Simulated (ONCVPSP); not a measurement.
u(r) = r·R(r): atom against pseudo-atom (Ca)

Columns: radius, all-electron u(r) and pseudo u(r) of the 3s shell (level -47.09 eV) of calcium in the configuration [Ne] 3s2 3p6 4s2; PBE, scalar-relativistic, ONCV scheme, ONCVPSP 4.0.1.

```csv
r (bohr),all-electron,pseudo
0.082,0.1238,0.1128
0.165,-0.3631,0.2280
0.248,-0.5325,0.3433
0.330,-0.4109,0.4538
0.413,-0.1398,0.5573
0.495,0.1653,0.6466
0.578,0.4489,0.7215
0.660,0.6766,0.7812
0.742,0.8449,0.8299
0.825,0.9565,0.8712
0.908,1.0169,0.9060
0.990,1.0354,0.9317
1.072,1.0228,0.9443
1.155,0.9868,0.9385
1.238,0.9351,0.9118
1.320,0.8742,0.8660
1.402,0.8081,0.8064
1.485,0.7393,0.7392
1.568,0.6712,0.6711
1.650,0.6061,0.6061
1.733,0.5438,0.5437
1.815,0.4862,0.4862
1.898,0.4325,0.4324
1.980,0.3839,0.3839
2.062,0.3398,0.3398
2.145,0.2996,0.2996
```

Q: How many radial nodes do the two functions have?

A: The all-electron 3s function has n − l − 1 = 2; the pseudo-wave has 0, since the states of the same l below it are removed with the core.

Q: At about which radius was the pseudo-wave matched?

A: 1.55 bohr, where the columns begin to agree (steps of 0.08 bohr).

Q: Is the pseudo-wave norm-conserving?

A: Yes: the ONCV scheme keeps the norm inside the radius equal to the all-electron one, which fixes the energy derivative of the logarithmic derivative at the level.
